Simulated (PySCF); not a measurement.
Work out the structure from these simulated measurements.

Formula: C8H9PS.

| Quantity | Value |
| --- | --- |
| Triplet | lowest triplet excitation (Tamm–Dancoff): 4.10 eV [TDA wB97X-D/def2-SVPD] |
| UV, strongest line | among the 10 lowest singlet transitions: S10 at 6.79 eV (182 nm, f = 0.355) [TDDFT wB97X-D/def2-SVPD] |
| Polarisability | 136.3 au [wB97X-D/def2-SVPD] |
| 1H NMR | chemical shifts (computed TMS as zero) by class: 7.28 (2 H), 7.26 (2 H), 6.87 (1 H), 3.02 (2 H), 2.91 (2 H) ppm [GIAO B97-2/pcSseg-1] |
| Rotational structure | rotational constants A, B, C: 3.211, 0.552, 0.482 GHz [PBE0-D3(BJ)/def2-SVP] |
| 13C NMR | chemical shifts (computed TMS as zero) by class: 138.0 (2 C), 130.5 (2 C), 129.3 (2 C), 41.7 (2 C) ppm [GIAO B97-2/pcSseg-1] |
| Valence photoelectron | vertical ionisation energy: 8.60 eV [ΔSCF wB97X-D/def2-SVPD] |
| Dipole | 4.87 D [wB97X-D/def2-SVPD] |
| UV, first state | lowest singlet excitation: 5.30 eV (234 nm, f = 0.005) [TDDFT wB97X-D/def2-SVPD] |
| NMR, other nuclei | isotropic shieldings of nuclei other than C and H, by class: 298 (1 P), 748 (1 S) ppm [GIAO B97-2/pcSseg-1] |

The electronic properties come from PySCF, for the isolated species, density fitting. Levels stand in brackets. One conformer (not necessarily the lowest) at the PBE0-D3(BJ)/def2-SVP geometry, without solvent, vibrations or thermal averaging. NMR values are class means; diastereotopic atoms form classes of their own.

Q: What is the compound? Reason from the data.

A: Numbering: `[S:1]=[PH:2]1[CH2:3][c:4]2[cH:5][cH:6][cH:7][cH:8][c:9]2[CH2:10]1`. 8 carbons fall into 4 classes; from least to most shielded: substituted aromatic carbon [C4/C9] (138.0 ppm, 2 C), aromatic CH carbon [C6/C7] (130.5 ppm, 2 C), aromatic CH carbon [C5/C8] (129.3 ppm, 2 C), ring sp3 carbon bound to phosphorus [C3/C10] (41.7 ppm, 2 C). Hydrogen classes from least to most shielded: 2 H on 2 aromatic CH carbons, C6/C7 (7.28 ppm), 2 H on 2 aromatic CH carbons, C5/C8 (7.26 ppm), 1 H on a phosphorus bonded to 2 C, S and H, P2 (6.87 ppm), 2 H on 2 like atoms (sp3 carbon bound to phosphorus), C3/C10 (3.02 ppm), 2 H on 2 like atoms (sp3 carbon bound to phosphorus), C3/C10 (2.91 ppm). The other shieldings belong to: 298 ppm, phosphorus bonded to 2 C, S and H [P2]; 748 ppm, sulfur bonded to P [S1]. The first electron is taken from the HOMO, whose largest Löwdin shares are 0.72 on the sulfur bonded to P, 0.14 on the phosphorus bonded to 2 C, S and H and 0.04 on each of 2 atoms of one kind (sp3 carbon bound to phosphorus). The optimised geometry has point group Cs and is an asymmetric top. Structure: `S=[PH]1CC2=CC=CC=C2C1`. The assignments are read from this structure; whether some other isomer fits the data as well wasn't checked.
